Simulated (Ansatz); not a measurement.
Basis-set extrapolation for `FC(F)(F)C1(F)OC1(F)F` (PBE0-D4/def2-TZVP geometry, frozen core, Ansatz). Multiplicity 1, RHF reference.

```json
{"": "HF", "def2-TZVPP": "-785.397315", "def2-QZVPP": "-785.430791"}
{"": "MP2 correlation", "def2-TZVPP": "-2.169929", "def2-QZVPP": "-2.363611"}
{"": "CCSD(T) correlation", "def2-TZVPP": "-2.247885", "def2-QZVPP": "not run"}
```

Energies in hartree. Use E(X) = E(∞) + A·exp(−7.88·√X) for Hartree–Fock and E(X) = E(∞) + B·X^(−2.97) for correlation, with X = 3 and 4, and add CCSD(T) minus MP2 of the smaller set to the MP2 limit.

What is the CCSD(T) energy at the basis-set limit?

HF limit: -785.430791 + (-0.033476) × 0.13774 = -785.43540. MP2 limit: -2.363611 + (-0.193682) × 0.74074 = -2.50708. Higher-order term: -2.247885 − (-2.169929) = -0.07796. Total: -788.02044 hartree, 985.2 kJ/mol below CCSD(T)/def2-TZVPP.
